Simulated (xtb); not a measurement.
samarium atom (Sm), septet (GFN-xTB shapes and energies of metal compounds can be far from the true ones) (GFN-xTB holds the 4f electrons in the core, so unpaired electrons go into valence orbitals and the state isn't the physical one); GFN0-xTB in xtb 6.7.1.

The xtb input:
```
$ xtb coord --gfn 0 --uhf 6 --json

# file coord
$coord
      0.0000000000       0.0000000000       0.0000000000  sm
$end
```

Problem. What does xtb print? Leave out banner, timings and long lists.

Solution. 
```
   ID    Z sym.   atoms
    1   62 sm     1

           -------------------------------------------------
          |                Calculation Setup                |
           -------------------------------------------------

           -------------------------------------------------
          |                 G F N 0 - x T B                 |
           -------------------------------------------------

          ...................................................
          :                      SETUP                      :
          :.................................................:
          :  # basis functions                  10          :
          :  # atomic orbitals                   9          :
          :  # shells                            3          :
          :  # electrons                         3          :
          :  electronic temp.          300.0000000     K    :
          :  accuracy                    1.0000000          :
          :  -> integral cutoff          0.2500000E+02      :
          :  -> integral neglect         0.1000000E-07      :
          ...................................................

         :::::::::::::::::::::::::::::::::::::::::::::::::::::
         ::                     SUMMARY                     ::
         :::::::::::::::::::::::::::::::::::::::::::::::::::::
         :: total energy              -1.325664997766 Eh    ::
         :: gradient norm              0.000000000000 Eh/a0 ::
         :: HOMO-LUMO gap              0.000000000000 eV    ::
         ::.................................................::
         :: H0 energy                 -1.325664997766 Eh    ::
         :: repulsion energy           0.000000000000 Eh    ::
         :: electrostat energy         0.000000000000 Eh    ::
         :: -> Gsolv                   0.000000000000 Eh    ::
         ::    -> Gsasa                0.000000000000 Eh    ::
         ::    -> Gshift               0.000000000000 Eh    ::
         :: dispersion energy          0.000000000000 Eh    ::
         :: short-range corr.          0.000000000000 Eh    ::
         :: add. restraining           0.000000000000 Eh    ::
         :: total charge               0.000000000000 e     ::
         :::::::::::::::::::::::::::::::::::::::::::::::::::::

           -------------------------------------------------
          |                Property Printout                |
           -------------------------------------------------

    * Orbital Energies and Occupations

         #    Occupation            Energy/Eh            Energy/eV
      -------------------------------------------------------------
         1        1.0000           -0.3961333             -10.7793
         2        0.6000           -0.3087782              -8.4023
         3        0.6000           -0.3087782              -8.4023
         4        0.6000           -0.3087782              -8.4023 (HOMO)
         5        0.6000           -0.3087782              -8.4023 (LUMO)
         6        0.6000           -0.3087782              -8.4023
         7                         -0.1032406              -2.8093
         8                         -0.1032406              -2.8093
         9                         -0.1032406              -2.8093
      -------------------------------------------------------------
                  HL-Gap            0.0000000 Eh            0.0000 eV
             Fermi-level            0.0000000 Eh            0.0000 eV

     #   Z          covCN         q      C6AA      α(0)
     1  62 sm       0.000     0.000  3694.947   209.482

 Mol. C6AA /au·bohr⁶  :       3694.947340
 Mol. C8AA /au·bohr⁸  :     861801.964149
 Mol. α(0) /au        :        209.482163

Wiberg/Mayer (AO) data.
largest (>0.10) Wiberg bond orders for each atom

 ---------------------------------------------------------------------------
     #   Z sym  total        # sym  WBO       # sym  WBO       # sym  WBO
 ---------------------------------------------------------------------------
     1  62 sm   0.000
 ---------------------------------------------------------------------------

 dipole moment from electron density (au)
     X       Y       Z
   0.0000   0.0000   0.0000  total (Debye):    0.000

           -------------------------------------------------
          | TOTAL ENERGY               -1.325664997766 Eh   |
          | GRADIENT NORM               0.000000000000 Eh/α |
          | HOMO-LUMO GAP               0.000000000000 eV   |
           -------------------------------------------------

normal termination of xtb
```
